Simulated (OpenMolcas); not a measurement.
**Mg+: terms and fine structure**

| Item | Value |
| --- | --- |
| Program | OpenMolcas |
| Method | CASSCF |
| Basis | ANO-RCC-VQZP [6s5p3d2f1g] |
| Scalar Hamiltonian | DKH2, point nucleus |
| Active space | 1 electron in 4 orbitals (3s 3p) |
| State averaging | 2S+1 = 2 even, 1 root; 2S+1 = 2 odd, 3 roots |
| Spin-orbit coupling | RASSI with atomic mean-field integrals over the reference wave functions, term energies averaged over their components |

With spin-orbit coupling, above the lowest level:

```
Configuration  Term    J  E (cm⁻¹)  Measured (cm⁻¹)  Term weight %
           3s    ²S  1/2       0.0              0.0            100
           3p   ²P°  1/2     34585            35669            100
           3p   ²P°  3/2     34656            35761            100
```

Against the 2 measured excited levels shown (NIST Handbook of Basic Atomic Spectroscopic Data) the mean absolute deviation is 1100 cm-1; the largest miss in energy is 3p ²P°_3/2: computed 34656, measured 35761 cm⁻¹ (-3.1 %).

ANO sets are built for ground and valence states and can reach diffuse excited orbitals poorly. With one active electron the reference holds no correlation, so core polarisation is missing. Computed and measured levels are paired by configuration, term and J; levels that our copy of the source lacks, or whose pairing is in doubt (as where it misses far off the trend of its configuration), stay unpaired and out of the deviations. Only configurations of the active space appear.

The term weight is that of the spin-free term in the level, not the purity of its configuration. ° marks odd parity.
